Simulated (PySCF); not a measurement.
**Molecular orbitals of TeN**

BP86 at R = 1.887 Å; Te def2-SVPD with ECP28, N def2-SVPD; scalar-relativistic core potentials (PySCF 2.14). State: ²Π (doublet), unpaired electrons π ↑. Only the outer orbitals are listed, counted within each symmetry, core potentials removing the inner ones.

```tsv
spin	orbital	occ.	ε (eV)	on Te (%)	main shells (%)
α	5σ	1	-20.29	31	63 N s, 26 Te s
α	6σ	1	-14.45	73	67 Te s, 26 N s
α	7σ	1	-8.25	37	51 N p, 34 Te p, 12 N s
α	3π	1	-8.17	50	49 N p, 48 Te p
α	3π	1	-8.15	45	55 N p, 43 Te p
α	4π	1	-5.10	61	55 Te p, 40 N p
α	4π	0	-5.04	56	50 Te p, 45 N p
α	8σ	0	-1.60	80	60 Te p, 18 N p, 18 Te d
α	9σ	0	-0.05	103	95 Te s
β	5σ	1	-19.70	38	56 N s, 32 Te s
β	6σ	1	-14.00	69	62 Te s, 31 N s
β	3π	1	-7.91	60	59 Te p, 39 N p
β	7σ	1	-7.91	37	50 N p, 34 Te p, 13 N s
β	3π	1	-7.21	64	63 Te p, 35 N p
β	4π	0	-4.68	47	53 N p, 40 Te p
β	4π	0	-3.86	44	56 N p, 35 Te p, 9 Te d
β	8σ	0	-1.40	80	59 Te p, 18 Te d, 18 N p
```

Question: Which are the highest filled and the lowest empty level, where do they sit, and how wide is the gap?

Answer: Highest filled α 4π at -5.10 eV (in %: 55 Te p, 40 N p); lowest empty α 4π at -5.04 eV (in %: 50 Te p, 45 N p); the gap at BP86 is 0.06 eV. Both belong to one degenerate shell, split only by its one-sided filling, so this is no excitation gap.

| Quantity | Value |
| --- | --- |
| bond order (Mayer) | 2.42 |
| ⟨S²⟩ | 0.763 |
| charge on Te (Mulliken, basis-dependent) | 0.35 |
| charge on Te (Löwdin, basis-dependent) | 0.50 |
| dipole moment (positive dipole means Te(−)N(+)) | -2.61 D |

Shares are Mulliken populations and can fall outside 0 to 100 %.

Spin–orbit coupling is left out. The state was picked by a PBE0 search and need not be the measured ground state.
